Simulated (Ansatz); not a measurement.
Gas-phase electronic energies from Ansatz, PBE0-D4/def2-TZVP geometries. CCSD(T)/CBS adds triple-zeta CCSD(T) − MP2 to the extrapolated MP2 energy (def2 sets, frozen cores). DFT in def2-TZVPP. One conformer a species, not always the lowest.

Consider the ligand exchange at the Si–C bond: `[SiH3]C1C=N1` + `O[Si](O)(F)O[SiH3]` → `O[Si](F)(O[SiH3])O[SiH3]` + `C1=NC1`.

`[SiH3]C1C=N1`:

```xyz
9

Si    0.814   -0.499    0.857
C    -0.497    0.523    0.003
C    -0.953    0.271   -1.353
N    -0.140    1.208   -1.353
H     0.179   -1.403    1.855
H     1.530   -1.313   -0.161
H     1.784    0.373    1.569
H    -1.151    1.126    0.635
H    -1.566   -0.286   -2.051
```

`O[Si](O)(F)O[SiH3]`:

Cartesian coordinates in Å:
```
O -0.347 1.678 1.518
Si 0.412 0.360 0.951
O -0.260 -0.955 1.613
F 1.949 0.479 1.328
O 0.335 0.211 -0.646
Si -0.286 -0.656 -1.894
H 0.075 2.531 1.410
H -0.482 -0.933 2.545
H 0.073 0.050 -3.148
H -1.763 -0.743 -1.773
H 0.294 -2.022 -1.904
```

`O[Si](F)(O[SiH3])O[SiH3]`:

```xyz
14

O    -1.670    1.042   -1.099
Si   -0.327    0.966   -0.197
F    -0.082    2.361    0.514
O    -0.543   -0.163    0.923
Si   -1.629   -1.073    1.754
O     0.978    0.655   -1.084
Si    2.388   -0.172   -1.216
H    -1.717    1.675   -1.816
H    -2.718   -0.215    2.282
H    -2.201   -2.110    0.861
H    -0.905   -1.718    2.874
H     2.194   -1.579   -0.785
H     3.430    0.466   -0.374
H     2.802   -0.134   -2.639
```

`C1=NC1`:

```xyz
6

C    -0.573   -0.588   -0.059
N    -0.080   -0.223   -1.143
C     0.418    0.441    0.139
H    -1.311   -1.289    0.310
H     0.120    1.473    0.296
H     1.425    0.185    0.456
```

Question: Is it downhill or uphill in electronic energy at CCSD(T)/CBS, and by how much? (An estimate is asked.)

Answer: The calculation gave: Downhill: ΔE = -27.0 kcal/mol.

Question: What do these levels give: B2PLYP, PBE, MP2/def2-TZVPP, HF/def2-QZVPP, MP2/def2-QZVPP, SCS-MP2/def2-QZVPP? (An estimate is asked.)

Answer: Ansatz gave: B2PLYP -27.5, PBE -23.0, MP2/def2-TZVPP -26.9, HF/def2-QZVPP -33.5, MP2/def2-QZVPP -27.1, SCS-MP2/def2-QZVPP -28.2 kcal/mol.

Largest T1 diagnostic among the species: 0.012.

In def2-TZVPP, CCSD(T) changes the Hartree–Fock value by +5.9 kcal/mol (the triples alone add +1.0 kcal/mol) and MP2 by +6.0 kcal/mol. From PBE to PBE0 (25 % exact exchange), in def2-TZVPP and without D4, ΔE moves by −1.9 kcal/mol.
